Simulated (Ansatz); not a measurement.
Cartesian coordinates (Å):
SMILES: N#CC/C=C\[SiH3]
```xyz
13

N      3.3205    -0.0462    -1.3428
C      2.4248    -0.3178    -0.6753
C      1.2837    -0.6397     0.1791
C      0.5790     0.6031     0.6659
C     -0.7132     0.8846     0.5085
Si    -2.0499    -0.0872    -0.3601
H      0.6070    -1.2929    -0.3716
H      1.6592    -1.2108     1.0348
H      1.2230     1.3020     1.1922
H     -1.0461     1.8244     0.9453
H     -3.0888    -0.4812     0.6208
H     -1.5183    -1.3085    -1.0069
H     -2.6809     0.7704    -1.3898
```
Charge 0, multiplicity 1.

Computed with frozen-core CCSD(T)/cc-pVTZ // B3LYP-D3(BJ)/def2-TZVP (Ansatz, a program for electronic structure).

```json
{
  "HF energy": "-498.98201 Ha",
  "MP2 correlation energy": "-0.95120 Ha"
}
```

Estimate the CCSD correlation energy, the (T) correction, the total energy and the T1 diagnostic.


The CCSD correlation energy is -0.99608 Ha and the (T) correction is -0.04726 Ha. The CCSD(T) total energy is -500.02535 Ha and the T1 diagnostic is 0.012.
